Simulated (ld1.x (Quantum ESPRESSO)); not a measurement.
## u(r) = r·R(r): atom against pseudo-atom (Fe (Z = 26))

Columns: radius, all-electron u(r) and pseudo u(r) of the 4s shell (level -4.48 eV) of iron in the configuration [Ar] 3d7 4s1 4p0; LDA (PZ), scalar-relativistic, PAW scheme, ld1.x (Quantum ESPRESSO) 7.5.

| r (bohr) | all-electron | pseudo |
| --- | --- | --- |
| 0.155 | -0.1451 | -0.0728 |
| 0.310 | -0.0153 | -0.1444 |
| 0.465 | 0.1930 | -0.2136 |
| 0.620 | 0.2542 | -0.2793 |
| 0.775 | 0.1937 | -0.3405 |
| 0.930 | 0.0742 | -0.3964 |
| 1.085 | -0.0613 | -0.4464 |
| 1.240 | -0.1899 | -0.4900 |
| 1.395 | -0.3016 | -0.5270 |
| 1.550 | -0.3935 | -0.5573 |
| 1.705 | -0.4657 | -0.5810 |
| 1.860 | -0.5201 | -0.5984 |
| 2.015 | -0.5589 | -0.6098 |
| 2.170 | -0.5844 | -0.6158 |
| 2.325 | -0.5989 | -0.6168 |
| 2.480 | -0.6042 | -0.6135 |
| 2.635 | -0.6022 | -0.6062 |
| 2.790 | -0.5943 | -0.5956 |
| 2.945 | -0.5816 | -0.5819 |
| 3.100 | -0.5654 | -0.5654 |
| 3.255 | -0.5464 | -0.5464 |
| 3.410 | -0.5254 | -0.5254 |
| 3.565 | -0.5030 | -0.5030 |
| 3.720 | -0.4797 | -0.4797 |
| 3.875 | -0.4560 | -0.4560 |
| 4.030 | -0.4321 | -0.4321 |

Q: How many radial nodes do the two functions have?

A: The all-electron 4s function has n − l − 1 = 3 (the table is too coarse to show those close to the nucleus); the pseudo-wave has 0, since the states of the same l below it are removed with the core.

Q: At about which radius was the pseudo-wave matched?

A: 3.10 bohr. The columns agree to 0.0005 from 2.94 bohr on; several derivatives are matched, so the curves merge somewhat inside the radius.

Q: Is the pseudo-wave norm-conserving?

A: No, it belongs to a PAW set: the norm inside the radius is not constrained, and the difference is carried by the augmentation charge.
